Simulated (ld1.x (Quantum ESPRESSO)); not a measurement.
# Logarithmic derivatives: W (Z = 74), TM

```
Element                 : W (Z = 74)
Generator               : ld1.x (Quantum ESPRESSO) 7.5
Type                    : norm-conserving Troullier–Martins (Kleinman–Bylander form)
Functional              : revPBE
Relativity              : scalar-relativistic
Frozen core             : [Xe] 4f14
Valence charge          : 6
Reference configuration : 5d4 6s2 6p0
Partial waves           : 6s (bound): rc 2.65 bohr; 6p (bound, empty): rc 3.40 bohr; 5d (bound): rc 2.10 bohr
Local potential         : all-electron potential smoothed inside 2.20 bohr (lloc = -1)
Core correction         : Bessel-smoothed model core, default radius (core density twice the valence density)
```

The phase is arctan(r·u′/u) with u = r·R(r), unwrapped; energies in Ry, scanned from -2 to 5 Ry. A pole is an energy at which the radial function vanishes at the test radius. The pseudo phase is shifted by a multiple of π to meet the all-electron one at the reference energy, and phase errors are pseudo minus all-electron; the curves can meet again beyond the range given. Levels narrower than the energy grid can be missing from the lists of poles. Where the grid stepped over a known ghost or core level, its pole and its step of π were put in at the level’s energy.

Problem. For each channel, where are the poles, and over which energies does the pseudopotential scatter like the atom?

Solution.

```tsv
channel	radius (bohr)	reference energy (Ry)	poles, all-electron	poles, pseudo	unbroken range about the reference energy with phases within 0.05 rad	phase error 1 Ry above the reference energy (rad)
s	3.68	-0.42	0.17, 4.30	-1.55, 0.17, 3.94	-1.5 to 1.7	+0.001
p	3.68	-0.10	1.06	0.61, 1.37	below 0.4	-3.000
d	3.68	-0.33	-0.20, 2.70	-0.20, 2.72	below 4.5	+0.004
```

Note: ghost state, extra bound levels that the all-electron valence spectrum of the same l lacks: s at -21.1 eV. A true bound ghost makes a file unfit for plane-wave use.

Phases in the s channel:

```tsv
E (Ry)	all-electron	pseudo
-2.00	1.338	4.478
-1.76	1.313	4.451
-1.52	1.278	1.314
-1.28	1.221	1.226
-1.04	1.118	1.121
-0.80	0.858	0.861
-0.56	-0.137	-0.135
-0.32	-1.175	-1.175
-0.08	-1.451	-1.450
0.16	-1.566	-1.565
0.40	-1.638	-1.637
0.64	-1.695	-1.695
0.88	-1.753	-1.753
1.12	-1.824	-1.826
1.36	-1.929	-1.936
1.60	-2.125	-2.151
1.84	-2.606	-2.717
2.08	-3.579	-3.744
2.32	-4.162	-4.243
2.56	-4.387	-4.436
2.80	-4.498	-4.533
3.04	-4.564	-4.593
3.28	-4.608	-4.635
3.52	-4.641	-4.667
3.76	-4.667	-4.694
4.00	-4.688	-4.718
4.24	-4.707	-4.741
4.48	-4.725	-4.765
4.72	-4.742	-4.792
4.96	-4.759	-4.825
```
